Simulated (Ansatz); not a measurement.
Compare A (`[CH3][GeH]([CH3])[SH]`) with its isomer B (`[CH3][GeH2][CH2]S`).

Isolated molecules relaxed with PBE0-D4/def2-TZVP in Ansatz; ΔE leaves out vibrations. CCSD(T)/CBS is the MP2 limit (def2-TZVPP, def2-QZVPP) plus CCSD(T) − MP2 in def2-TZVPP, frozen cores. DFT in def2-TZVPP. B3LYP here is the variant with VWN-RPA as its local correlation; programs differ in this. For Ge outer-core shells are correlated without core-valence functions, which leaves a few kJ/mol of doubt a bond. Scalar relativity is left out up to krypton. Each species was taken in one conformer, which may not be the lowest.

A:

```xyz
12

C    -1.169    0.921    1.021
Ge   -0.343   -0.371   -0.179
C     1.584   -0.499    0.093
S    -0.771    0.400   -2.236
H    -2.241    0.984    0.834
H    -1.011    0.622    2.058
H    -0.726    1.907    0.870
H    -0.995   -1.763   -0.030
H     1.799   -0.855    1.103
H     2.025   -1.193   -0.622
H     2.041    0.482   -0.044
H    -0.193   -0.634   -2.868
```

B:

Z-matrix (Å, degrees):
```
C
Ge 1 1.948
H 1 1.091 2 109.5
H 1 1.090 2 110.7 3 120.2
H 1 1.091 2 110.2 3 -119.6
C 2 1.966 1 109.8 3 53.5
H 2 1.544 1 110.7 3 -64.7
H 2 1.545 1 111.0 3 174.6
S 6 1.810 2 112.4 1 -61.6
H 6 1.092 2 108.8 1 54.6
H 6 1.091 2 111.7 1 173.2
H 9 1.343 6 97.4 2 -52.0
```

Task: Which is lower in electronic energy at CCSD(T)/CBS, and by how much? (Estimate.)

Result: Computed: A, by 110.7 kJ/mol.

Task: Give E(B) − E(A) in kJ/mol with PBE0-D4, ωB97M-V, B3LYP, B2PLYP, MP2/def2-TZVPP, PBE-D4, HF/def2-TZVPP. (Estimate.)

Result: Ansatz gave: PBE0-D4 112.4, ωB97M-V 111.3, B3LYP 112.9, B2PLYP 113.7, MP2/def2-TZVPP 115.7, PBE-D4 109.5, HF/def2-TZVPP 118.0. None reverses the order clearly.

Largest T1 diagnostic: 0.010.
